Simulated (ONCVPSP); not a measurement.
Ranking ONCV potentials for fluorine

All share these settings but for the change named:

```
Element                 : F
Generator               : ONCVPSP 4.0.1
Type                    : optimised norm-conserving Vanderbilt (ONCV)
Functional              : PBE
Relativity              : scalar-relativistic
Frozen core             : [He]
Valence charge          : 7
Reference configuration : 2s1 2p6
Partial waves           : 2s: rc 0.75 bohr, ncon 5, nbas 9, qcut 7.6 1/bohr, local; 2p: rc 1.35 bohr, ncon 4, nbas 8, qcut 12 1/bohr, 1 projector
Local potential         : the s channel
Core correction         : Teter function, fcfact 2, rcfact 1.35
```

Cutoff: the first of the cutoffs (Ha) at which the residual kinetic energy of the hardest occupied pseudo-wave falls to 1 and 0.1 mHa per electron; the density cutoff is not measured.

The base gives 298 Ha.

Of 8 variants that were run, those that failed, showed a ghost or another fault, or gave nearly equal values are left out.

A variant can come out equal or close to the base.

**Question.** Rank these variants from softest to hardest (loose cutoff).
A. all radii but the core radius scaled by about 1.26 (s 0.94, p 1.70 bohr)
B. all radii but the core radius scaled by about 0.90 (s 0.68, p 1.22 bohr)
C. all radii but the core radius scaled by about 0.85 (s 0.64, p 1.14 bohr)
D. all radii but the core radius scaled by about 1.30 (s 0.98, p 1.76 bohr)

**Answer.** D (99 Ha), A (124 Ha), C (197 Ha), B (300 Ha).
